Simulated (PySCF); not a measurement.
C₃H₁₂Si₃, SMILES C=CC([SiH3])([SiH3])[SiH3]. Atoms are numbered in the order given.

```xyz
18

C      2.2324    -1.3323     0.0000
C      0.8841    -1.3128     0.0000
C     -0.0192    -0.1021     0.0000
Si    -1.1395    -0.1886     1.5491
Si     0.8980     1.5707     0.0000
Si    -1.1395    -0.1886    -1.5491
H      2.7807    -2.2864     0.0000
H      2.8412    -0.4130     0.0000
H      0.3603    -2.2896     0.0000
H     -2.1597     0.9174     1.5235
H     -1.8551    -1.5138     1.5708
H     -0.3049    -0.0657     2.7946
H      1.7639     1.7052     1.2240
H     -0.1195     2.6782     0.0000
H      1.7639     1.7052    -1.2240
H     -1.8551    -1.5138    -1.5708
H     -0.3049    -0.0657    -2.7946
H     -2.1597     0.9174    -1.5235
```
Charge 0, spin multiplicity 1.

Coordinates come from a PBE-D3(BJ)/def2-SVP optimisation. The structure was generated by enumeration, and PubChem lists no compound with its InChIKey, so it may never have been made. The values are those of a single conformer.

Method: PBE/pcSseg-1 run with PySCF.

GIAO shieldings, no solvent; atoms listed in one row are averaged. δ = σ(ref) − σ: ¹³C against TMS (σ = 182.0 ppm); ²⁹Si against TMS (σ = 335.4 ppm); ¹H against TMS (σ = 31.49 ppm), references at their B3LYP-D3(BJ)/def2-TZVP geometries, non-relativistic.

Task: Estimate the chemical shifts. (The exact figures need the calculation; the answer reports its results.)

Result: 
| nucleus | atoms | count | δ (ppm) |
|---|---|---|---|
| ¹³C | C2 | 1 | 149.3 |
| ¹³C | C1 | 1 | 124.7 |
| ¹³C | C3 | 1 | 11.4 |
| ²⁹Si | Si6, Si4 | 2 | -57.5 |
| ²⁹Si | Si5 | 1 | -68.8 |
| ¹H | H9 | 1 | 6.49 |
| ¹H | H7, H8 | 2 | 5.79 |
| ¹H | H13, H14, H15 | 3 | 4.63 |
| ¹H | H10, H11, H12, H16, H17, H18 | 6 | 4.54 |
